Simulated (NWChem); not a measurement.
# C3H6OSi; SMILES C([SiH2]C=C)=O

```xyz
11

C      0.5459    -2.4315    -0.3100
C      0.5222    -1.2588     0.3370
Si    -0.8460    -0.0075     0.1416
C     -0.1067     1.7115    -0.3596
O      0.9603     2.0894     0.0889
H     -0.2452    -2.7329    -0.9946
H      1.3586    -3.1460    -0.1856
H      1.3512    -1.0173     1.0036
H     -1.5720     0.2399     1.4194
H     -1.8229    -0.4619    -0.8869
H     -0.6762     2.3807    -1.0537
```
Atoms are numbered in this order, from 1.

All runs: NWChem. Medium grid unless said otherwise, to which SCAN and Minnesota functionals are sensitive. The geometry was optimised at B3LYP/6-31G* (spherical d). Total energies of different functionals are on different scales.

```tsv
level	energy (Ha)	highest occupied level (eV)	orbital gap (eV)	dipole (D)
PBE/def2-SVP	-481.9643	-5.33	2.76	1.79
B3LYP/def2-SVP	-482.3779	-6.57	4.94	2.02
TPSSh/def2-SVP	-482.3888	-6.04	4.10	2.01
r2SCAN/def2-SVP	-482.2125	-5.66	3.23	2.00
M06-2X/def2-SVP	-482.2427	-8.24	7.93	2.18
CAM-B3LYP/def2-SVP	-482.2602	-8.18	8.07	2.12
```
